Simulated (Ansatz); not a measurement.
# Abstraction of Br: C4H9Br + SiH(CH3)2 → C4H9 + SiH(CH3)2Br

Species: C4H9Br (2-bromo-2-methylpropane) `CC(C)(C)Br`, singlet; SiH(CH3)2, doublet; C4H9 (tert-butyl radical) `C[C](C)C`, doublet; SiH(CH3)2Br, singlet. A radical takes Br: the energy is the difference in strength between the C–Br bond broken and the Si–Br bond made.

Shapes, held fixed at every level: PBE0-D4/def2-TZVP. Programs: Ansatz 0.2.0. The zero-point and thermal change to 298 K, harmonic and unscaled (PBE0-D4/def2-TZVP), is -4.0 kJ/mol.

```tsv
level	kind	ΔH(298 K) (kJ/mol)	less CCSD(T)/def2-TZVPP
SPW92/def2-TZVPP	LDA	-106.4	+3.8
r2SCAN-D4/def2-TZVPP	meta-GGA	-129.9	-19.7
PBE0-D4/def2-TZVPP	global hybrid	-124.1	-13.9
wB97M-V/def2-TZVPP	range-separated hybrid	-127.5	-17.3
wB97X-V/def2-TZVPP	range-separated hybrid	-126.3	-16.1
CCSD(T)/def2-SVP	coupled cluster or CI	-108.0	+2.2
CCSD/def2-TZVPP	coupled cluster or CI	-117.5	-7.3
CCSD(T)/def2-TZVPP	coupled cluster or CI	-110.2	0.0
```

The highest level, CCSD(T)/def2-TZVPP, gives ΔH(298 K) = -110.2 kJ/mol; the levels span -129.9 to -106.4. The column of differences is taken from that level and isn't an error. No measured value is set beside it here. Open shells run unrestricted. Relativity is left out for Br. Outer-core shells of Br are correlated in most correlated rows, in sets that cover them unevenly.
